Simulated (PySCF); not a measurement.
Telling isomers of C₈H₁₆N₂ apart by NMR

PySCF 2.14 calculation with GIAO PBE0/pcSseg-1 shieldings and geometry from GFN2-xTB; in vacuum, one computed conformer, relativity neglected, one averaged value for each set of equivalent atoms.

References, each an isolated molecule treated in the same way: TMS for ¹H (σref 31.72), ¹³C (σref 186.93). Where no couplings were computed, multiplicities follow the n + 1 count of equivalent neighbours, and m marks all less simple cases (inequivalent or close neighbours, rings, F or P nearby). Shifts are as computed. Against solution values, carbons near 30 ppm lie about +3 ppm off and those near 130 ppm about +5 ppm. Of 1211 compounds with measured shifts, 218 miss one by over three times the rms of a fit or turn the order of signals round; such compounds aren't used in these exercises.

(1) Tabulate the signals of `C=CCN(N=C)C(C)(C)C`, `CC/C=N\N=C(\C)C(C)C` and their relative energies.

(2) What is the quickest way to tell C=CCN(N=C)C(C)(C)C from CC/C=N\N=C(\C)C(C)C?

## Answers

(1) 
```tsv
SMILES	carbon types	δC	δH	E rel. (kcal/mol)
C=CCN(N=C)C(C)(C)C	1×C 1×CH 3×CH2 3×CH3	139.6, 122.9, 110.3, 59.6, 47.9, 29.6	5.89 (m, 1H), 5.79 (d, 1H), 5.60 (d, 1H), 5.47 (m, 1H), 5.36 (m, 1H), 3.85 (d, 2H), 1.29 (s, 9H)	18.0
CC/C=N\N=C(\C)C(C)C	1×C 2×CH 1×CH2 4×CH3	143.0, 135.4, 31.1, 25.2, 21.3, 19.2, 13.4	6.24 (t, 1H), 2.34 (sept, 1H), 1.94 (m, 2H), 1.91 (s, 3H), 1.14 (t, 3H), 1.04 (d, 6H)	0.0
```

Energies are electronic energies at PBE0/pcSseg-1 on these geometries, without zero-point or thermal terms, each for the one conformer computed, which needn't be the lowest.

(2) Count the carbon signals: 6 against 7. The first has a terminal =CH2 carbon at 122.9 ppm, the second a C=N carbon (C) at 143.0 ppm. Their most deshielded carbons lie at 139.6 and 143.0 ppm.
